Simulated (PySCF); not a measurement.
# Working out the electron affinity of Ga

Ga⁻ [Ar] 3d10 4s2 4p2 (3P) → Ga [Ar] 3d10 4s2 4p1 (2P). Calculation: PySCF 2.14, in aug-cc-pwCVDZ-PP with ECP10MDF; a scalar-relativistic core potential. Frozen: 3s2 3p6 3d10. Energies in hartree (1 hartree = 27.21139 eV):

```tsv
part	Ga⁻ (lower)	Ga (upper)
UHF	-258.289203	-258.291442
CCSD correlation	-0.056119	-0.045090
(T)	-0.001683	-0.000660
```

Q: What does Hartree-Fock give?

A: (-258.291442) − (-258.289203) = -0.002239 hartree = -0.061 eV.

Q: What do CCSD and CCSD(T) give?

A: The CCSD correlation energies differ by 0.011029 hartree = 0.300 eV and the triples by 0.001023 hartree = 0.028 eV, so CCSD gives 0.239 eV and CCSD(T) 0.267 eV.

Reference: 0.301 eV (measured; photodetachment measurements, as compiled on the Wikipedia data page of electron affinities), between the lowest levels; spin-orbit coupling is absent from the calculation.

A double-zeta basis recovers only part of the correlation energy.

What remains against the reference includes basis incompleteness, the frozen core and higher excitations.
